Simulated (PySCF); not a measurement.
PySCF job for Al(F)2(OSiH3) (AlF₂H₃OSi), SMILES [F][Al]([F])[O][SiH3], PBE/pcSseg-1. Geometry: B3LYP-D3(BJ)/def2-SVP. The structure was generated by enumeration; whether it is a known compound was not checked. The values are those of a single conformer.

```python
import numpy as np
from pyscf import gto, scf, dft
from pyscf.prop.nmr import rks as nmr

mol = gto.M(
    atom='''
    Al    0.09916967    0.18416462    0.97864979
    F    -0.62313541   -0.78545650    2.10283878
    F     0.98617195    1.46441031    1.52605217
    O    -0.06211116   -0.12036080   -0.65606910
    Si   -0.22974448   -0.42701965   -2.27389502
    H     0.39722360    0.66815135   -3.06674378
    H    -1.67644527   -0.51445155   -2.62168439
    H     0.43599920   -1.71726287   -2.61095477
    ''',
    basis='pcSseg-1',
    charge=0,
    spin=0,
    max_memory=1600,
    verbose=3,
)
mf = dft.RKS(mol, xc='pbe')
mf.grids.level = 3
mf.conv_tol = 1e-10
mf.max_cycle = 100
mf.kernel()
n = nmr.NMR(mf)
n.verbose = 2
n.max_cycle_cphf = 60
sigma = n.kernel()
print('atom   isotropic/ppm   span/ppm')
for i, s in enumerate(sigma):
    w = np.linalg.eigvalsh((s + s.T) / 2)
    print(f'{mol.atom_symbol(i):2s}{i + 1:3d} {w.mean():14.3f} {w[2] - w[0]:11.3f}')
```

Log of the run:

```
converged SCF energy = -808.280414627745
atom   isotropic/ppm   span/ppm
Al  1        488.275     127.188
F   2        365.017     151.301
F   3        364.812     150.537
O   4        327.628      15.290
Si  5        370.473     135.018
H   6         25.850       8.104
H   7         25.869       8.133
H   8         25.875       8.139
```

The run converged.

Cost: about 20 core-seconds (a rough figure).
